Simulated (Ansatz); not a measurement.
# SiAsNH6 (SMILES N[AsH][SiH3]): the energy to break a bond

The species is SiAsNH6 (9 atoms), meant as a singlet with charge 0. As SMILES, `N[AsH][SiH3]`. Geometry: optimised at PBE0/def2-SVP. This is one conformer, not always the lowest.

```xyz
9

N    -1.0951    0.7121   -1.1383
As    0.7428    0.4569   -0.9823
Si    0.5599   -1.0620    0.8281
H    -1.3152    1.2556   -1.9697
H    -1.5330    1.1583   -0.3357
H     1.1517    1.6164   -0.0543
H     1.8961   -1.2214    1.4817
H     0.1069   -2.3864    0.3091
H    -0.4256   -0.5758    1.8444
```

Wanted: the dissociation energy of the H7–Si3 bond into doublet H and doublet SiAsNH5 (shapes relaxed at PBE0/def2-SVP, no zero-point term). 1 Eh = 2625.50 kJ/mol = 27.2114 eV. Totals in Eh; open shells run unrestricted unless said.

```
         level  program       SiAsNH6  doublet H  doublet SiAsNH5
   HF/def2-SVP   Ansatz  -2580.651348  -0.499278     -2580.033530
  PBE/def2-SVP   Ansatz  -2582.741873  -0.498629     -2582.102155
B3LYP/def2-SVP   Ansatz  -2583.371559  -0.501259     -2582.723192
```

**Question.** Work out the dissociation energy at each level.

**Answer.** 
1. HF/def2-SVP: (-0.499278) + (-2580.033530) − (-2580.651348) = 0.118540 Eh = 311.2 kJ/mol = 3.23 eV.
2. PBE/def2-SVP: (-0.498629) + (-2582.102155) − (-2582.741873) = 0.141089 Eh = 370.4 kJ/mol = 3.84 eV.
3. B3LYP/def2-SVP: (-0.501259) + (-2582.723192) − (-2583.371559) = 0.147108 Eh = 386.2 kJ/mol = 4.00 eV.

The levels span 311 to 386 kJ/mol; no measured value is set beside them. Hartree–Fock lacks the correlation of the electrons that are unpaired, so it comes out low. A bond enthalpy at 298 K also holds the loss of zero-point energy and thermal terms.
